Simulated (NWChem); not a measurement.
System: SrHOCl; SMILES [OH][Sr][Cl]

Output (shortened):

```
             Northwest Computational Chemistry Package (NWChem) 7.3.0
             --------------------------------------------------------

 C1  symmetry detected

                             Geometry "geometry" -> ""
                             -------------------------

 Output coordinates in angstroms (scale by  1.889725989 to convert to a.u.)

  No.       Tag          Charge          X              Y              Z
 ---- ---------------- ---------- -------------- -------------- --------------
    1 Sr                  38.0000    -0.24157392     0.40001984     0.00000481
    2 Cl                  17.0000     0.21273913    -2.20251797     0.00028351
    3 O                    8.0000     0.56674027     2.37819103     0.00311922
    4 H                    1.0000     1.02932156     3.21652335    -0.02995615

 Effective nuclear repulsion energy (a.u.)     232.9076155664

                                 NWChem DFT Module
                                 -----------------

 Summary of "ao basis" -> "ao basis" (spherical)
 ------------------------------------------------------------------------------
       Tag                 Description            Shells   Functions and Types
 ---------------- ------------------------------  ------  ---------------------
 Sr                         def2-svp                 9       23   4s3p2d
 Cl                         def2-svp                 8       18   4s3p1d
 O                          def2-svp                 6       14   3s2p1d
 H                          def2-svp                 3        5   2s1p

            General Information
            -------------------
          SCF calculation type: DFT
          Wavefunction type:  closed shell.
          No. of atoms     :     4
          No. of electrons :    36
           Alpha electrons :    18
            Beta electrons :    18
          Charge           :     0
          Spin multiplicity:     1
          Use of symmetry is: off; symmetry adaption is: off
          Maximum number of iterations: 150
          AO basis - number of functions:    60
                     number of shells:    26
          Convergence on energy requested:  1.00D-06
          Convergence on density requested:  1.00D-05
          Convergence on gradient requested:  5.00D-04

              XC Information
              --------------
                         PBE0 Method XC Functional
                     Hartree-Fock (Exact) Exchange  0.250
          PerdewBurkeErnzerhof Exchange Functional  0.750
            Perdew 1991 LDA Correlation Functional  1.000 local
           PerdewBurkeErnz. Correlation Functional  1.000 non-local

             Grid Information
             ----------------
          Grid used for XC integration:  medium
          Radial quadrature: Mura-Knowles
          Angular quadrature: Lebedev.
          Tag              B.-S. Rad. Rad. Pts. Rad. Cut. Ang. Pts.
          ---              ---------- --------- --------- ---------
          Sr                  2.00      123          10.0       590
          Cl                  1.00       88          13.0       590
          O                   0.60       49          11.0       434
          H                   0.35       45          12.0       434
          Grid pruning is: on
          Number of quadrature shells:   305
          Spatial weights used:  Erf1

      Superposition of Atomic Density Guess
      -------------------------------------

 Sum of atomic energies:        -569.39459486

      Non-variational initial energy
      ------------------------------

 Total energy =    -564.915473
 1-e energy   =    -941.373242
 2-e energy   =     299.158631
 HOMO         =      -0.454476
 LUMO         =      -0.123037

   convergence    iter        energy       DeltaE   RMS-Dens  Diis-err
 ---------------- ----- ----------------- --------- --------- ---------
 d= 0,ls=0.0,diis     1   -566.2893564930 -6.44D+02  3.09D-02  1.06D+00
 d= 0,ls=0.0,diis     2   -565.7913575671  4.98D-01  2.04D-02  5.60D+00
 d= 0,ls=0.0,diis     3   -566.4178537416 -6.26D-01  4.17D-03  3.99D-02
 d= 0,ls=0.0,diis     4   -566.4224649012 -4.61D-03  1.47D-03  8.44D-03
 d= 0,ls=0.0,diis     5   -566.4236074067 -1.14D-03  1.92D-04  1.82D-04
  Resetting Diis
 d= 0,ls=0.0,diis     6   -566.4236307752 -2.34D-05  3.56D-05  7.13D-06
 d= 0,ls=0.0,diis     7   -566.4236317156 -9.40D-07  9.76D-06  1.42D-07

         Total DFT energy =     -566.423631715579
      One electron energy =     -946.493305078115
           Coulomb energy =      344.225147109606
    Exchange-Corr. energy =      -41.454611423905
 Nuclear repulsion energy =       77.299137676835

 Numeric. integr. density =       36.000001696706

                       DFT Final Molecular Orbital Analysis
                       ------------------------------------

 Vector   16  Occ=2.000000D+00  E=-2.699685D-01
              MO Center=  3.5D-01,  3.1D-01, -1.0D-03, r^2= 6.1D+00
   Bfn.  Coefficient  Atom+Function         Bfn.  Coefficient  Atom+Function
  ----- ------------  ---------------      ----- ------------  ---------------
    45     -0.400936  3 O  px                34      0.368104  2 Cl px
    48     -0.317692  3 O  px                31      0.262932  2 Cl px
    35     -0.202374  2 Cl py                46      0.173292  3 O  py
    28      0.155507  2 Cl px                32     -0.140597  2 Cl py
    49      0.134525  3 O  py                 6     -0.122832  1 Sr py

[...]
```

Level: PBE0/def2-SVP with def2 effective core potentials on Sr, vertical spin-unrestricted ions. Geometry: optimised at PBE0/def2-SVP. Not confirmed as a minimum by frequencies. def2 effective core potentials on Sr; no spin-orbit coupling.

Task: Which NWChem input produces such a log?

Result: Several could match; the one computed here: the input that was run:
```
start job
memory heap 200 mb stack 900 mb global 1100 mb
geometry units angstroms noautoz
  Sr    -0.037145     0.217020    -0.012214
  Cl    -0.145898    -2.422598    -0.026110
  O      1.169218     1.978052     0.087773
  H      1.800045     2.698915     0.104812
end
basis spherical
  * library def2-svp
end
ecp
  Sr library def2-ecp
end
dft
  xc pbe0
  iterations 150
  vectors input atomic output neutral.movecs
end
task dft energy
charge 1
dft
  odft
  mult 2
  vectors input atomic output cation.movecs
end
task dft energy
```
